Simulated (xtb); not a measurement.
diisopropyl selenide (C6H14Se), singlet, at a GFN2-xTB geometry. Base run: GFN2-xTB run with xtb.

xtb was given this input:
```
$ xtb mol.xyz --gfn 2 --json

# file mol.xyz
21

C      1.86446653     1.29407804     0.80317924
C      1.50690558    -0.17259937     0.65139770
C      2.68489215    -0.99790827     0.16360737
Se    -0.00341687    -0.41315183    -0.64432887
C     -1.48670476     0.35052891     0.47190419
C     -1.91146264     1.70546761    -0.06583612
C     -2.64416304    -0.63203627     0.51247011
H      2.19116429     1.70310963    -0.15088233
H      2.67491464     1.40507664     1.52279648
H      1.01422512     1.87378939     1.15742322
H      1.13115908    -0.57491929     1.59824306
H      2.40312917    -2.04381665     0.05518323
H      3.50766455    -0.92945013     0.87370971
H      3.02915302    -0.63217163    -0.80266792
H     -1.04753119     0.45505650     1.46887565
H     -1.06670254     2.38915777    -0.11779913
H     -2.32805585     1.59998211    -1.06575793
H     -2.67131268     2.14223315     0.58145157
H     -2.31920383    -1.59481014     0.90161164
H     -3.04810621    -0.78347580    -0.48724072
H     -3.43792651    -0.24778338     1.15189977
```

Each row names what was changed in the base input (with any setting that the change needs).

| change | ΔE vs base (kcal/mol) | HOMO-LUMO gap (eV) | dipole (D) | G_solv (kcal/mol) | SCF cycles |
|---|---|---|---|---|---|
| base | 0.000 | 3.83 | 2.50 | - | 11 |
| gbsa = thf | -6.13 | 3.86 | 2.64 | -6.21 | 12 |
| etemp = 10000 | [?] | [?] | [?] | - | 11 |
| etemp = 3000 | -0.015 | 3.83 | 2.50 | - | 11 |
| acc = 0.0001 | 0.000 | 3.83 | 2.50 | - | 19 |
| acc = 0.1 | 0.000 | 3.83 | 2.50 | - | 14 |
| acc = 1000 | 0.008 | 3.84 | 2.48 | - | 5 |
| alpb = benzene | [?] | 3.86 | [?] | [?] | 12 |
| etemp = 1000 | 0.000 | 3.83 | 2.50 | - | 11 |
| alpb = hexane | -6.09 | 3.89 | 2.74 | -6.29 | 12 |

Complete the blanks.


- etemp = 10000, ΔE vs base (kcal/mol): -11.33
- etemp = 10000, HOMO-LUMO gap (eV): 3.91
- etemp = 10000, dipole (D): 2.75
- alpb = benzene, ΔE vs base (kcal/mol): -6.93
- alpb = benzene, dipole (D): 2.65
- alpb = benzene, G_solv (kcal/mol): -6.99

ALPB and GBSA are two models with their own fitted parameters for each solvent, which aren't always the measured dielectric constant.
